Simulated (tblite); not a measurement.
Input of a run (GFN2-xTB geometry optimisation, gas phase (tblite 0.8.0)), started from a force field or distance geometry:
```
{"job": {"kind": "relax", "xc": "GFN2-xTB", "basis": "xTB"}, "charge": 0, "multiplicity": 1}
O     -0.224700    -1.682000    -1.892900
C     -0.033200    -0.850700    -0.945600
C      1.359200    -0.749500    -0.447100
O      1.579500     0.139100     0.562500
Si     3.259500     0.092900     0.984000
N     -1.146600    -0.132200    -0.441700
C     -2.384200    -0.276500    -0.934800
C     -3.242700     0.556100    -0.246400
C     -2.514000     1.235000     0.696000
C     -1.220900     0.782400     0.547100
H      1.654800    -1.763800    -0.069300
H      1.999400    -0.495500    -1.320100
H      3.981800    -0.093700    -0.283300
H      3.718200     1.405400     1.494800
H      3.592600    -1.004100     1.878500
H     -2.738000    -0.927800    -1.722500
H     -4.326100     0.662300    -0.415700
H     -2.910800     1.958100     1.385400
H     -0.413500     1.153800     1.163800
```

Output (eV, eV/Å):
```
step      E/eV     max force
  0    -822.66003    4.279
  1    -823.01657    4.226
  2    -823.16452    1.041
  3    -823.22336    0.743
  4    -823.28391    0.637
  5    -823.32515    0.632
  6    -823.35449    0.400
  7    -823.37352    0.347
  8    -823.38842    0.326
  9    -823.39791    0.268
 10    -823.40483    0.264
 11    -823.41181    0.268
 12    -823.42082    0.223
 13    -823.43038    0.330
 14    -823.43944    0.251
 15    -823.44959    0.284
 16    -823.46375    0.342
 17    -823.47749    0.281
 18    -823.48815    0.213
 19    -823.49759    0.270
 20    -823.50579    0.292
 21    -823.51497    0.258
 22    -823.52400    0.221
 23    -823.53108    0.177
 24    -823.53645    0.211
 25    -823.54092    0.157
 26    -823.54531    0.190
 27    -823.55057    0.225
 28    -823.55634    0.198
 29    -823.56218    0.228
 30    -823.56782    0.170
 31    -823.57389    0.182
 32    -823.57770    0.232
 33    -823.58243    0.193
 34    -823.58562    0.141
 35    -823.58788    0.104
 36    -823.58934    0.088
 37    -823.59074    0.091
 38    -823.59228    0.102
 39    -823.59391    0.122
 40    -823.59531    0.097
 41    -823.59622    0.058
 42    -823.59667    0.057
 43    -823.59693    0.040
 44    -823.59714    0.039
 45    -823.59730    0.032
 46    -823.59743    0.032
 47    -823.59753    0.030
 48    -823.59764    0.033
 49    -823.59773    0.026
 50    -823.59778    0.012
 51    -823.59781    0.013
 52    -823.59785    0.017
 53    -823.59792    0.026
 54    -823.59807    0.037
 55    -823.59832    0.043
 56    -823.59869    0.057
 57    -823.59913    0.066
 58    -823.59963    0.064
 59    -823.60020    0.058
 60    -823.60085    0.061
 61    -823.60147    0.059
 62    -823.60199    0.074
 63    -823.60256    0.076
 64    -823.60332    0.069
 65    -823.60437    0.097
 66    -823.60563    0.095
 67    -823.60621    0.274
 68    -823.60756    0.085
 69    -823.60827    0.067
 70    -823.60991    0.096
 71    -823.61086    0.096
 72    -823.61330    0.100
 73    -823.61480    0.176
 74    -823.61553    0.166
 75    -823.61681    0.066
 76    -823.61784    0.065
 77    -823.61963    0.125
 78    -823.62160    0.184
 79    -823.62368    0.220
 80    -823.62652    0.117
 81    -823.62893    0.099
 82    -823.63035    0.143
 83    -823.63167    0.143
 84    -823.63354    0.106
 85    -823.63615    0.072
 86    -823.63784    0.088
 87    -823.63908    0.164
 88    -823.64002    0.122
 89    -823.64102    0.069
 90    -823.64167    0.063
 91    -823.64277    0.083
 92    -823.64387    0.118
 93    -823.64519    0.094
 94    -823.64613    0.080
 95    -823.64673    0.060
 96    -823.64722    0.081
 97    -823.64785    0.065
 98    -823.64830    0.048
 99    -823.64859    0.043
100    -823.64878    0.034
101    -823.64899    0.030
102    -823.64927    0.038
103    -823.64959    0.036
104    -823.64993    0.037
105    -823.65024    0.037
106    -823.65053    0.032
107    -823.65082    0.039
108    -823.65114    0.041
109    -823.65148    0.047
110    -823.65187    0.052
111    -823.65235    0.046
112    -823.65288    0.053
113    -823.65332    0.039
114    -823.65360    0.040
115    -823.65381    0.039
116    -823.65402    0.034
117    -823.65425    0.034
118    -823.65446    0.028
119    -823.65462    0.028
120    -823.65474    0.024
121    -823.65487    0.025
122    -823.65503    0.034
123    -823.65523    0.041
124    -823.65542    0.041
125    -823.65561    0.033
126    -823.65580    0.037
127    -823.65603    0.047
128    -823.65636    0.054
129    -823.65677    0.071
130    -823.65716    0.060
131    -823.65740    0.039
132    -823.65755    0.030
133    -823.65766    0.022
134    -823.65777    0.020
135    -823.65784    0.019
136    -823.65790    0.018
137    -823.65793    0.014
138    -823.65795    0.014
139    -823.65797    0.011
140    -823.65798    0.008
```

**Question.** Summarise the run.

**Answer.** The energy falls by 96.3 kJ/mol over 140 L-BFGS steps, the largest force on an atom goes from 4.28 to 0.008 eV/Å, and the atoms move by 0.655 Å rms after alignment. The bond that changes most is O4–Si5 (silyl ether oxygen to oxygen-bound silicon), which shortens by 0.107 Å. Bonds longer at the end by more than 0.005 Å: 6 of 19; shorter: 12. Among the angles that change most is C3–O4–Si5, from 108.6° to 129.2°. Among the dihedrals that turn most is O1–C2–C3–O4, from 180° to 129°. The energy never rose by more than 1e-5 eV on the way. The first step brought 36 % of the lowering.

**Question.** What are the final bond lengths?

**Answer.** O1=C2 1.207 Å, C2–C3 1.527 Å, C3–O4 1.391 Å, O4–Si5 1.626 Å, C2–N6 1.377 Å, N6–C7 1.383 Å, C7–C8 1.354 Å, C8–C9 1.425 Å, C9–C10 1.356 Å, N6–C10 1.380 Å, C3–H11 1.100 Å, C3–H12 1.095 Å, Si5–H13 1.463 Å, Si5–H14 1.452 Å, Si5–H15 1.467 Å, C7–H16 1.071 Å, C8–H17 1.072 Å, C9–H18 1.072 Å, C10–H19 1.070 Å. Numbering counts from 1 in the input's order; the species is `O=C(CO[SiH3])N1C=CC=C1`.

Time: 1.2 s. Hardware: Arm Neoverse V1, one thread (shared host).

Its lowest GFN2-xTB frequency is 12 cm⁻¹, too small to tell a flat minimum from a shallow saddle. The numbers are those of one conformer. 2 starts were optimised and ended at 0.00 and 2.04 kcal/mol (GFN2-xTB); the lowest of these is shown.

These are computed values.
